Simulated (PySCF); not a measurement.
**Assigning NMR signals**

Geometry:
```json
{"atom": "C1", "x (Å)": "2.049", "y (Å)": "-0.774", "z (Å)": "1.008"}
{"atom": "C2", "x (Å)": "1.299", "y (Å)": "-0.464", "z (Å)": "-0.032"}
{"atom": "F3", "x (Å)": "1.206", "y (Å)": "-1.337", "z (Å)": "-1.065"}
{"atom": "C4", "x (Å)": "0.468", "y (Å)": "0.763", "z (Å)": "-0.229"}
{"atom": "C5", "x (Å)": "-0.991", "y (Å)": "0.442", "z (Å)": "0.087"}
{"atom": "C6", "x (Å)": "-1.766", "y (Å)": "-0.180", "z (Å)": "-1.026"}
{"atom": "N7", "x (Å)": "-1.551", "y (Å)": "0.646", "z (Å)": "1.190"}
{"atom": "H8", "x (Å)": "2.145", "y (Å)": "-0.105", "z (Å)": "1.841"}
{"atom": "H9", "x (Å)": "2.591", "y (Å)": "-1.702", "z (Å)": "1.046"}
{"atom": "H10", "x (Å)": "0.830", "y (Å)": "1.548", "z (Å)": "0.437"}
{"atom": "H11", "x (Å)": "0.554", "y (Å)": "1.089", "z (Å)": "-1.267"}
{"atom": "H12", "x (Å)": "-1.872", "y (Å)": "0.532", "z (Å)": "-1.844"}
{"atom": "H13", "x (Å)": "-2.751", "y (Å)": "-0.468", "z (Å)": "-0.673"}
{"atom": "H14", "x (Å)": "-1.242", "y (Å)": "-1.053", "z (Å)": "-1.408"}
{"atom": "H15", "x (Å)": "-0.974", "y (Å)": "1.069", "z (Å)": "1.913"}
```

[PySCF: PBE0/pcSseg-1 with gauge-including orbitals; structure optimised with GFN2-xTB; no solvent; averaged over atoms made equivalent by symmetry, fast rotation or ring inversion; one computed conformer; relativity neglected]

Scale: TMS for 13C (σ = 186.93 ppm), 1H (σ = 31.72 ppm) (reference shieldings calculated alike).

(1) Assign these signals to the numbered atoms. 13C{1H} NMR (computed): δ 176.9, 175.4, 96.5, 51.2, 29.7.

(2) Assign these signals to the numbered atoms. 1H NMR (400 MHz, computed): δ 10.26 (br s, 1H), 4.82 (m, 1H), 4.52 (m, 1H), 2.86 (m, 2H), 2.24 (s, 3H).

Results:

(1) 
| δ (ppm) | atoms | environment | reason |
| --- | --- | --- | --- |
| 176.9 | C5 | carbon bonded to 2 C, N | – |
| 175.4 | C2 | carbon bonded to 2 C, F | – |
| 96.5 | C1 | carbon bonded to C, 2 H | – |
| 51.2 | C4 | carbon bonded to 2 C, 2 H | – |
| 29.7 | C6 | carbon bonded to C, 3 H | – |

C5 and C2 lie closer than the usual error of such a calculation, so a measured spectrum could show them in the other order.

(2) 
10.26 → H15, hydrogen on a nitrogen bonded to C
4.82 → H9, hydrogen on a carbon bonded to C
4.52 → H8, hydrogen on a carbon bonded to C
2.86 → H10/H11, hydrogen on a carbon bonded to 2 C
2.24 → H12/H13/H14, hydrogen on a carbon bonded to C

The OH or NH signal is concentration- and solvent-dependent in practice; the value given is the gas-phase one. Splittings by 19F in the carbon and heteronuclear signals aren't shown, as no couplings were computed. Shifts are as computed. Against solution values, carbons near 30 ppm lie about +3 ppm off and those near 130 ppm about +5 ppm (rms about the fit 2.1 ppm; single classes can miss by 10 ppm). Of 1328 compounds with measured shifts, 309 miss one by over three times the rms of a fit or turn the order of signals round; such compounds aren't used in these exercises. Signals without a measured value on file couldn't be tested in this way; 1H shifts scatter by 0.2 ppm about their fit, and single ones miss by 0.5 ppm. Multiplicities follow the n + 1 count of equivalent neighbours, as no J values were calculated; m marks all less simple cases, F and P coupling included.
